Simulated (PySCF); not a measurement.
How exact exchange moves a shielding

Molecule: `[C@H]1(C)[C@H](B)C1`, C₄H₉B.

Mapped SMILES: `[BH2:1][C@@H:2]1[CH2:3][C@H:4]1[CH3:5]`. Hydrogens are named by the atom that carries them. Ha(C3) is cis to B1 on the ring; Hb(C3) is trans to B1 on the ring.

GIAO shieldings (ppm, equivalent atoms averaged) in PySCF 2.14.0 with density-fitted response routines on the PBE0-D3(BJ)/def2-SVP geometry, basis pcSseg-1, gas phase, non-relativistic:

```csv
functional,exact exchange (%),σ(B1),σ(C2),σ(C4),σ(C3)
BLYP,0,9.7,142.8,148.4,149.3
BP86,0,13.2,147.4,152.9,153.5
PBE,0,11.1,147.2,153.0,153.6
B3LYP,20,14.2,150.4,155.4,155.7
PBE0,25,17.3,156.3,161.3,161.1
mPW1PW91,25,18.2,156.0,160.6,160.3
HF,100,37.1,175.0,177.3,175.6
```

(1) Fit each shielding as a line in the percentage of exact exchange.

(2) What does the line predict for BHandHLYP (50 %), and what does the run give?

## Answers

(1) σ(B1) = 11.0 + 0.26 x (rms 1.3 ppm); σ(C2) = 146.5 + 0.29 x (rms 2.1 ppm); σ(C4) = 152.1 + 0.26 x (rms 2.1 ppm); σ(C3) = 152.7 + 0.24 x (rms 1.9 ppm). The functionals also differ in their semilocal parts, which the line can't hold; Hartree–Fock has no correlation at all.

(2) σ(B1): 24.0 predicted, 21.5 computed; σ(C2): 161.0 predicted, 160.1 computed; σ(C4): 165.1 predicted, 164.4 computed; σ(C3): 164.7 predicted, 163.8 computed ppm.
